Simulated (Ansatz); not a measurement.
Molecule: C2HO, charge 0, multiplicity 2. It need not be the lowest isomer of its formula. 
Structure (B3LYP-D3(BJ)/def2-TZVP (Ansatz, a quantum-chemistry and plane-wave program) minimum search):
SMILES: [C]#CO
```xyz
4

C      1.4687    -0.1022    -0.1775
C      0.2013    -0.0129    -0.0178
O     -1.0660     0.1572     0.0754
H     -1.4922    -0.5665     0.5690
```
Charge 0, spin multiplicity 2.

Parts of the frozen-core correlation energy in cc-pVDZ (Ansatz, hartree). Frozen orbitals: 3; correlated occupied orbitals by spin: 8 and 7; virtual: 36 and 37. UHF or UKS for open shells. Spin-orbit coupling is left out. No relativistic terms.

```
term                            value
-------------------------  ----------
reference (HF)             -151.01566
MP2 opposite-spin            -0.29078
MP2 same-spin                     [?]
CCSD correlation                  [?]
(T)                               [?]
CCSDT minus CCSD(T)          -0.00109
T1 diagnostic                   0.021
largest doubles amplitude       0.099
<S^2> of the reference          0.755
```

Q: Fill in the missing entries.

A: 
- MP2 same-spin, value: -0.10382
- CCSD correlation, value: -0.41973
- (T), value: -0.01489
